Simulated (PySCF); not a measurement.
Ligand exchange on a metal centre used in film growth or etching (Zr F-H). All species are isolated molecules in the gas phase.

Method: PBE-D3(BJ)/def2-TZVP // BP86-D3(BJ)/def2-SVP (PySCF 2.14.0). All candidates: neutral, multiplicity 1. 

The HOMO–LUMO gap is 3.98 eV and the dipole moment comes out as 0.23 D. The HOMO is -7.33 eV.

Problem. Say which member has these values.
A. [Zr(F)2(H)2]
B. [Zr(F)3(H)]
C. [Zr(H)4]
D. [Zr(F)(H)3]

Solution. A, [Zr(F)2(H)2]. The others give [Zr(H)4]: 3.69 eV, 0.00 D, -7.20 eV; [Zr(F)(H)3]: 3.91 eV, 0.62 D, -7.25 eV; [Zr(F)3(H)]: 4.84 eV, 0.14 D, -7.66 eV
